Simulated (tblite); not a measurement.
Species: C5H4ClFN (doublet state).
Atom-mapped SMILES: `[H]/[N:1]=[C:2]/[CH:3]=[CH:4]/[C:5]([F:6])=[CH:7]/[Cl:8]` (hydrogens: H9 on N1; H10 on C3; H11 on C4; H12 on C7)

Structure used (GFN2-xTB), in Å, numbered top down from 1:
```xyz
12
C5H4ClFN angstrom
N     -3.3875    0.7305    0.1881
C     -2.3177    0.1734    0.1722
C     -1.1119   -0.3257    0.3959
C      0.0931    0.2302   -0.0693
C      1.3371   -0.3646    0.1593
F      1.3329   -1.5322    0.8478
C      2.5361    0.1347   -0.2535
Cl     4.0253   -0.6419    0.0608
H     -4.1113    0.6366   -0.5112
H     -1.0658   -1.2566    0.9466
H      0.0771    1.1564   -0.6184
H      2.5937    1.0585   -0.8002
```

Computed with GFN2-xTB (tblite): harmonic, unscaled wavenumbers at the GFN2-xTB geometry, gas phase. This tight-binding method is rough: wavenumbers can miss measured ones by several per cent, in bad cases by 10 to 20. One conformer, not necessarily the lowest. Open shells enter through the occupations alone, without spin polarisation, and single modes of such species can be off by tens of per cent.

Harmonic wavenumbers (cm⁻¹): 68.7, 84.6, 143.2, 169.0, 221.9, 242.9, 335.5, 349.4, 506.3, 523.5, 602.4, 637.4, 646.5, 719.7, 802.2, 838.5, 904.1, 926.7, 1090.3, 1134.9, 1200.0, 1230.8, 1324.4, 1436.9, 1492.2, 2164.6, 3048.3, 3115.6, 3121.5, 3357.3.

A = 8805, B = 580.4, C = 545.3 MHz; mass 132.002 u (most abundant isotopes); point group C1, symmetry number 1; spin multiplicity 2.

What is the zero-point energy?

½Σν̃ = 16220 cm⁻¹ = 46.37 kcal/mol.

What is S at 200 K and 1 bar for an ideal gas of classical rigid rotors and harmonic oscillators?

Translation 38.59, rotation 27.94, vibration 14.82, spin (R ln 2) 1.38: S = 82.7 cal/(mol K).

And Cp and H(200 K) − H(0)?

Cp = 24.87 cal/(mol K), of which vibrations give 16.92 (their classical limit is 30 R = 59.6); H(200 K) − H(0) = 3.28 kcal/mol without the zero-point energy, 1.69 from vibrations.

Which modes carry the vibrational entropy at 200 K?

68.7 cm⁻¹: 3.41; 84.6 cm⁻¹: 3.00; 143.2 cm⁻¹: 2.01; 169.0 cm⁻¹: 1.72; 221.9 cm⁻¹: 1.26; 242.9 cm⁻¹: 1.11 cal/(mol K); the other 24 give 2.31 together.

Blend soft modes into free rotors: weight 1/[1 + (100 cm⁻¹/ν̃)⁴] for the oscillator and the rest for a rotor with moment μB/(μ + B), μ = h/(8π²ν), B = 10⁻⁴⁴ kg m². What vibrational entropy results?

14.18 cal/(mol K) in place of 14.82, which changes −T·S at 200 K by +0.13 kcal/mol.

Hindered rotation and anharmonicity are outside this model. Other conformers, if any are populated, would add a mixing term that is left out. The structure is chiral; the term R ln 2 for an equal mix with its mirror image is left out.
